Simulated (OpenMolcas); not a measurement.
## Ni2+: moving or changing the point charges

Ni2+ among 6 point charges of -2 e arranged as an octahedron (Oh), 1.66 Å from the ion.

| Property | Result |
| --- | --- |
| Program | OpenMolcas 26.06 |
| Method | SS-CASPT2, IPEA 0.25 Eh, imaginary shift 0.1 Eh (closed shells correlated: 3s 3p) |
| Basis | ANO-RCC-VDZP [5s4p2d1f] |
| Scalar Hamiltonian | DKH2, point nucleus |
| Active space | 8 electrons in 5 orbitals (3d) |
| State averaging | 2S+1 = 3 even, 10 roots; 2S+1 = 1 even, 15 roots |
| Spin-orbit coupling | state interaction with AMFI integrals over the reference wave functions |

Runs around this geometry, states (labels of O, the rotations of Oh). Energies in cm-1 above the lowest state or level, χT in cm3 K/mol.

```json
{"R (Å)": "1.66", "q (e)": "-1", "Ground state": "3A2", "First state of that spin": "3T2 5090", "First gap with spin-orbit (degeneracies)": "4820 (3, 2)", "χT at 300 K": "1.648", "First state of another spin": "1E 15710"}
{"R (Å)": "1.66", "q (e)": "-2", "Ground state": "3A2", "First state of that spin": "3T2 11240", "First gap with spin-orbit (degeneracies)": "10940 (3, 2)", "χT at 300 K": "1.302", "First state of another spin": "1E 17330"}
{"R (Å)": "1.82", "q (e)": "-2", "Ground state": "3A2", "First state of that spin": "3T2 6730", "First gap with spin-orbit (degeneracies)": "6490 (3, 2)", "χT at 300 K": "1.498", "First state of another spin": "1E 16530"}
```

Taking the first state of the same spin as R^-n, n = -ln(6730 / 11240) / ln(1.82 / 1.66) = 5.6 between the shortest and longest distance.

Scaling the charges by -1 / -2 = 0.50 scales the first state of the same spin by 5090 / 11240 = 0.45; with fixed orbitals a first-order splitting would follow the charge.

Roots that are degenerate in the reference are averaged as groups; the widest CASPT2 spread within a group is 790 cm-1 (the 3-fold group of multiplicity 3 near 5090 cm-1 above the lowest state of its run, R = 1.66, q = -1). Shifts and gaps below about the spread of the groups concerned are not significant. Free-ion shares, where given, are those of the reference states; single-state CASPT2 does not remix them. This is an electrostatic model: the charges have no orbitals. No measured value stands beside these numbers.
